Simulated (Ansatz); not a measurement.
Cost and result for the atomization energy of C2H7GaN2 (`C[N]1C[NH][GaH]1`) (12 atoms, 12 bonds).

```xyz
12

C    -1.515   -0.109    0.825
N    -0.359    0.212    0.051
C     0.600   -0.822   -0.296
N     1.753   -0.023   -0.700
Ga    0.797    1.547   -0.458
H    -1.263   -0.572    1.791
H    -2.185   -0.803    0.297
H    -2.088    0.796    1.035
H     0.234   -1.478   -1.103
H     0.826   -1.461    0.575
H     2.301   -0.369   -1.470
H     0.899    3.080   -0.547
```

The species carries charge 0 and has multiplicity 1. Correlated methods include outer-core shells of Ga, which these sets cover unevenly. Scalar relativity is left out up to krypton. The geometry is a stationary point of PBE0-D4/def2-TZVP. Program: Ansatz. Hardware: A = 2 threads of an AMD EPYC 7R13 on a shared host; B = 2 threads of an AMD EPYC 7R13 on a shared host and a share of an NVIDIA H100 80 GB. Times are those of one run each, without the atoms' runs, and a repeat can differ threefold. Electronic energies, without spin–orbit coupling; frozen cores. CCSD(T)/CBS adds CCSD(T) − MP2 in def2-TZVPP to the MP2 limit, and its time is that of the two runs behind it. T1 = 0.016. With those shells the extrapolation isn't a true limit. B3LYP takes the VWN-RPA correlation (the form of Gaussian; ORCA's B3LYP/G).

CCSD(T)/CBS is a level of theory with its own doubt, some kJ/mol a heavy atom from the limit and from the frozen cores, so smaller differences don't rank the functionals.

```csv
level,functions,wall time,atomization (kcal/mol),difference from CCSD(T)/CBS,per bond
LDA (SPW92)/def2-TZVPP [A],270,2.2 s,1172.1,163.9,13.7
CCSD(T)/def2-SVP [B],123,2.7 s,948.9,-59.3,-4.9
BLYP-D4/def2-TZVPP [A],270,3.2 s,1008.8,0.6,0.0
MP2/def2-QZVPP [B],527,6 s,1012.8,4.6,0.4
CAM-B3LYP-D4/def2-TZVPP [A],270,7.5 s,1013.6,5.4,0.5
r2SCAN-D4/def2-TZVPP (with forces) [A],270,8 s,1006.9,-1.3,-0.1
B3LYP-D4/def2-TZVPP (with forces) [A],270,9 s,1007.8,-0.4,0.0
B2PLYP/def2-TZVPP [A],270,11 s,996.7,-11.5,-1.0
CCSD(T)/def2-TZVPP [B],270,12 s,980.6,-27.6,-2.3
B97M-V/def2-TZVPP [A],270,14 s,1007.6,-0.6,0.0
ωB97X-V/def2-TZVPP [A],270,14 s,1013.1,4.9,0.4
CCSD(T)/CBS(def2),–,18 s,1008.2,0.0,0.0
ωB97M-V/def2-TZVPP (with forces) [A],270,20 s,1009.0,0.8,0.1
```

From BLYP to BHLYP (50 % exact exchange), in def2-TZVPP and without D4, the atomization energy moves by −29.1 kcal/mol: exact exchange takes away binding that semilocal exchange gives to molecules. The D4 term adds +10.1 kcal/mol with B3LYP and +5.2 kcal/mol with PBE0; it sums over pairs of atoms, weighted by their polarisabilities, and B3LYP, whose exchange is more repulsive, gets the larger term. At CCSD(T), def2-SVP lies −59.3 kcal/mol from the extrapolated value and def2-TZVPP −27.6 kcal/mol: correlation converges slowly with the basis, and small sets miss more of it in the bonded molecule than in its fragments.
